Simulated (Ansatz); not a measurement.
Basis-set extrapolation for C8H14O2 (`CC(=O)CC(=O)CC(C)C`) (PBE0-D4/def2-TZVP geometry, frozen core, the Gaussian-basis code of Ansatz). Multiplicity 1, RHF reference.

```tsv
	def2-TZVPP	def2-QZVPP
HF	-461.009978	-461.030897
MP2 correlation	-1.811254	-1.932888
CCSD(T) correlation	-1.960043	not run
```

Energies in hartree. Use E(X) = E(∞) + A·exp(−7.88·√X) for Hartree–Fock and E(X) = E(∞) + B·X^(−2.97) for correlation, with X = 3 and 4, and add CCSD(T) minus MP2 of the smaller set to the MP2 limit.

Question: What is the CCSD(T) energy at the basis-set limit?

Answer: HF limit: -461.030897 + (-0.020919) × 0.13774 = -461.03378. MP2 limit: -1.932888 + (-0.121634) × 0.74074 = -2.02299. Higher-order term: -1.960043 − (-1.811254) = -0.14879. Total: -463.20556 hartree, 618.4 kJ/mol below CCSD(T)/def2-TZVPP.
